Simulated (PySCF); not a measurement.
## Spin-rotation constants: `[BH3-][PH+]1C=C1`, C2H6BP

Molfile (atoms numbered from 1):
```
C2H6BP
     RDKit          3D

 10 10  0  0  0  0  0  0  0  0999 V2000
   -1.6872    0.0050    0.3423 B   0  0  0  0  0  0  0  0  0  0  0  0
    0.0932   -0.4936   -0.1351 P   0  0  0  0  0  0  0  0  0  0  0  0
    1.3942    0.4967   -0.8621 C   0  0  0  0  0  0  0  0  0  0  0  0
    1.6484    0.2133    0.3971 C   0  0  0  0  0  0  0  0  0  0  0  0
   -2.3319   -0.2830   -0.6560 H   0  0  0  0  0  0  0  0  0  0  0  0
   -1.9261   -0.7210    1.2972 H   0  0  0  0  0  0  0  0  0  0  0  0
   -1.6250    1.1956    0.5966 H   0  0  0  0  0  0  0  0  0  0  0  0
    0.3407   -1.8497   -0.4898 H   0  0  0  0  0  0  0  0  0  0  0  0
    1.7559    1.0538   -1.7267 H   0  0  0  0  0  0  0  0  0  0  0  0
    2.3499    0.3914    1.2123 H   0  0  0  0  0  0  0  0  0  0  0  0
  1  2  1  0
  2  3  1  0
  3  4  2  0
  4  2  1  0
  1  5  1  0
  1  6  1  0
  1  7  1  0
  2  8  1  0
  3  9  1  0
  4 10  1  0
M  CHG  2   1  -1   2   1
M  END
```

Theory: GIAO KT2/aug-pcSseg-1 magnetisability, rotational g tensor and spin-rotation constants, non-relativistic, gas phase (PySCF 2.14.0). Geometry: PBE0-D3(BJ)/def2-SVP.

Question: Give the nuclear spin-rotation constants along the inertial axes (H = +C I·J) beside the isotropic shieldings.

Answer: Rotational constants 15.9712, 4.1311, 4.0377 GHz. A star marks the isotopologue with that one atom substituted, in its own axes.
```tsv
atom	isotope	Caa (kHz)	Cbb (kHz)	Ccc (kHz)	mean (kHz)	σ (ppm)
B1	11B	1.986	0.570	0.348	0.968	145.4
P2	31P	20.352	6.645	1.911	9.636	508.9
H5	1H	-0.909	-0.081	-0.339	-0.443	29.6
H6	1H	-0.920	-0.084	-0.333	-0.445	29.6
H7	1H	-1.308	-0.437	0.028	-0.572	30.7
H8	1H	-1.518	-0.344	0.123	-0.579	26.8
H9	1H	-0.457	0.135	-0.365	-0.229	22.9
H10	1H	-0.466	0.146	-0.374	-0.231	22.9
C3	13C*	6.815	1.393	0.665	2.958	56.2
```
For the geometry as given, no vibrational averaging.
